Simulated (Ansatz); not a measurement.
Cost against result

Saddle point of SiN2H10O, closed shell (SiNH₅ ([NH2][SiH3]) + H₂O + NH₃ → SiH₄O ([OH][SiH3]) + NH₃ + NH₃; bonds formed: Si1–O7, N2–H8, H6–N9; bonds broken: Si1–N2, H6–O7, H8–N9), PBE0-D4/def2-TZVP structure:

```csv
atom,x (Å),y (Å),z (Å)
Si1,0.8628,0.9456,0.2718
N2,1.1291,-0.7574,0.7443
H3,1.7924,0.7849,-0.9641
H4,-0.3071,1.0280,1.2881
H5,1.6258,2.1026,0.8626
H6,-1.1664,0.1657,-0.7482
O7,-0.4737,1.2056,-0.9583
H8,-0.6682,-1.2429,0.1122
N9,-1.5630,-0.9172,-0.3151
H10,1.9718,-1.1960,0.3958
H11,1.0168,-0.9536,1.7316
H12,-0.0614,1.1951,-1.8307
H13,-1.9044,-1.5776,-1.0028
H14,-2.2545,-0.7827,0.4129
```

Barriers are electronic and count from the start structure reached by relaxing down the imaginary mode.

Computed with Ansatz 0.2.0 (basis: as named in each row); correlated methods freeze the cores. B3LYP uses VWN-RPA correlation. Extrapolation: Hartree–Fock as exp(−7.88 √X), correlation as X^−2.97.

Times are rough, for one single point on 8 threads of a shared host (Arm Neoverse V1).

The estimate by CCSD(T) at an estimated basis limit (MP2 extrapolated from triple and quadruple zeta, plus CCSD(T) − MP2 in triple zeta) is 20.61 kcal/mol.

| method | basis | time (s) | barrier (kcal/mol) | method less estimate |
| --- | --- | --- | --- | --- |
| HF | STO-3G | under 1 | 45.32 | 24.71 |
| PBE-D4 | STO-3G | under 1 | -6.73 | -27.34 |
| SPW92 | def2-SVP | under 1 | -4.64 | -25.25 |
| B3LYP-D4 | 6-31G | under 1 | 11.78 | -8.83 |
| PBE-D4 | def2-SVP | under 1 | 8.58 | -12.03 |
| PBE0-D4 | def2-SVP | under 1 | 12.31 | -8.30 |
| SPW92 | def2-TZVPP | 1 | 1.66 | -18.95 |
| BLYP-D4 | def2-TZVPP | 1 | 18.81 | -1.80 |
| PBE-D4 | def2-TZVPP | 2 | 14.04 | -6.57 |
| B3LYP-D4 | def2-TZVPP | 2 | 20.24 | -0.37 |
| BHLYP-D4 | def2-TZVPP | 2 | 22.95 | 2.34 |
| wB97M-V | def2-SVP | 2 | 13.65 | -6.96 |
| CAM-B3LYP-D4 | def2-TZVPP | 2 | 19.64 | -0.97 |
| r2SCAN-D4 | def2-TZVPP | 3 | 14.67 | -5.94 |
| CCSD(T) | def2-SVP | 4 | 19.93 | -0.68 |
| PBE0-D4 | def2-TZVPP | 4 | 16.44 | -4.17 |
| r2SCAN0-D4 | def2-TZVPP | 4 | 16.64 | -3.97 |
| PBE-QIDH | def2-TZVPP | 4 | 17.93 | -2.68 |
| B2PLYP | def2-TZVPP | 5 | 21.24 | 0.63 |
| wB97X-V | def2-TZVPP | 6 | 19.73 | -0.88 |
| RPA on PBE | def2-TZVPP | 6 | 21.61 | 1.00 |
| B97M-V | def2-TZVPP | 6 | 16.63 | -3.98 |
| wB97M-V | def2-TZVPP | 7 | 18.78 | -1.83 |
| MP2 | def2-QZVPP | 27 | 18.88 | -1.73 |
| CCSD(T) | def2-TZVPP | 130 | 20.46 | -0.15 |

All methods are single points on the PBE0-D4 structures; a negative value means that the method puts the saddle structure below the start.

T1 diagnostic: at most 0.011.

The step is the kind of ligand exchange by which a precursor binds to a hydroxyl group, or is hydrolysed, in atomic layer deposition of oxides.

Labels in which every atom is bracketed show which atoms are joined, not bond orders.
